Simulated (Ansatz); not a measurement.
System: FeH (charge 0, sextet). The spin state was set by rule; other spins were not relaxed. 
Coordinates optimised at B3LYP-D3(BJ)/def2-TZVP (Ansatz, an electronic-structure program):
```
Fe
H 1 1.6930
```
Charge 0, spin multiplicity 6.

Wanted: atomisation energy (electronic, to ground-state atoms), in kcal/mol. Valence correlation only, unless marked. Open shells are spin-unrestricted. No spin-orbit coupling. Frozen are the shells of the preceding noble gas and the d and f shells that filled before the atom's block. Non-relativistic. The coupled-cluster limit lacks core correlation, which all-electron functionals hold. CBS marks a two-point X^-3 extrapolation of the correlation energy; Hartree-Fock from the larger set.

```
level                            program  atomisation energy (kcal/mol)
------------------------  --------------  -----------------------------
HF/def2-SVP                       Ansatz                           30.8
HF/def2-SVPD                      Ansatz                           35.8
PBE-D3(BJ)/def2-TZVPD     Ansatz + dftd3                           39.7
BLYP-D3(BJ)/def2-TZVPD    Ansatz + dftd3                           37.7
BLYP-D4/def2-TZVPD        Ansatz + dftd4                           37.9
revPBE/def2-TZVPD                 Ansatz                           38.9
r2SCAN-D3(BJ)/def2-TZVPD  Ansatz + dftd3                           45.7
```

Task: Estimate the value at CCSD(T)/CBS(def2-TZVPPD,def2-QZVPPD) as computed with Ansatz.

Result: 41.1 kcal/mol
